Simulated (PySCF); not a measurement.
[PySCF 2.14.0 with density-fitted response routines: PBE0-D3(BJ)/def2-SVP geometry; PBE0/pcSseg-1 with gauge-including orbitals; non-relativistic; gas phase; equivalent nuclei averaged; one conformer]

Referencing at the same level of theory: TMS for ¹H and ¹³C. Shifts are as computed. Against solution values, carbons near 30 ppm lie about +2 ppm off and those near 130 ppm about +5 ppm. Of 1211 compounds with measured shifts, 218 miss one by over three times the rms of a fit or turn the order of signals round; such compounds aren't used in these exercises.

(1) Order these molecules by the shift of their most shielded carbon, lowest δ first.
A. C[Si](C)(C)Oc1ccco1
B. C=C=Cc1ccccn1
C. CC(C)(C)C#N
D. FC(F)(F)CC(F)(F)F

(2) Order these molecules by the shift of their most deshielded carbon-bound hydrogen, lowest δ first.
A. C=C=Cc1ccccn1
B. C[Si](C)(C)Oc1ccco1
C. FC(F)(F)CC(F)(F)F
D. CC(C)(C)C#N

(3) How many ¹³C and ¹H signals does each give (equivalence by symmetry and fast rotation, but not about amide C–N or C=N bonds)? `FC(F)(F)CC(F)(F)F`, `C=C=Cc1ccccn1`, `CC(C)(C)C#N`, `C[Si](C)(C)Oc1ccco1`

Answers

(1) A (0.3 ppm, methyl carbon bonded to Si), C (27.5 ppm, quaternary sp3 carbon α to a nitrile), D (40.9 ppm, sp3 CH2), B (84.0 ppm, terminal carbon of a cumulated C=C=C unit).

(2) D (1.26 ppm, hydrogen on a methyl carbon), C (2.44 ppm, hydrogen on an sp3 CH2), B (6.70 ppm, hydrogen on an aromatic CH next to the ring oxygen), A (8.63 ppm, hydrogen on an aromatic CH next to a ring nitrogen).

(3) FC(F)(F)CC(F)(F)F: 2 C, 1 H; C=C=Cc1ccccn1: 8 C, 6 H; CC(C)(C)C#N: 3 C, 1 H; C[Si](C)(C)Oc1ccco1: 5 C, 4 H.
